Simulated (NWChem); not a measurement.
# C2H6OSi; SMILES C=CO[SiH3]

```xyz
10

C      0.1009     2.3653    -0.0792
C     -0.3644     1.1254     0.0670
O      0.4379     0.0382     0.1116
Si    -0.0395    -1.5620    -0.0365
H      1.1707     2.5564    -0.1871
H     -0.5929     3.2064    -0.0860
H     -1.4413     0.9305     0.1789
H     -0.3156    -1.9044    -1.4634
H      1.0882    -2.3791     0.4802
H     -1.2785    -1.7920     0.7683
```
Atoms are numbered in this order, from 1.

Results from NWChem. Medium grid unless said otherwise, to which SCAN and Minnesota functionals are sensitive. Structure relaxed at the PBE0/def2-SVP level. Hybrids' shares of exact exchange are those that their runs print; pure functionals count as 0. The functionals differ in more than this share.

```
row                                   share of exact exchange  orbital gap (eV)
------------------------------------  -----------------------  ----------------
PBE/def2-SVP                                             0.00              5.18
LDA (Slater exchange, VWN5)/def2-SVP                     0.00              5.06
B3LYP/def2-SVP                                           0.20              6.89
B3PW91/def2-SVP                                          0.20              6.97
B97-2/def2-SVP                                           0.21              7.10
PBE0/def2-SVP                                            0.25              7.32
M06/def2-SVP                                             0.27              7.47
PW6B95/def2-SVP                                          0.28              7.47
M05-2X/def2-SVP                                          0.56          withheld
```

Problem. Fit a straight line of the last column on the one before it, predict the withheld value, and compare with the run.

Solution. 
1. Means of the 8 shown rows: x = 0.176, y = 6.682. Slope Σ(x − x̄)(y − ȳ)/Σ(x − x̄)² = 0.7792/0.08939 = 8.717; intercept 5.146.
2. The shown rows scatter about the line by 0.075 (root mean square); the largest residual is +0.12, at B97-2/def2-SVP.
3. At x = 0.56 (M05-2X/def2-SVP; beyond the shown range) the line gives 10.03.
4. The run gives 9.66, -0.37 from the line, 4.9 times the scatter.
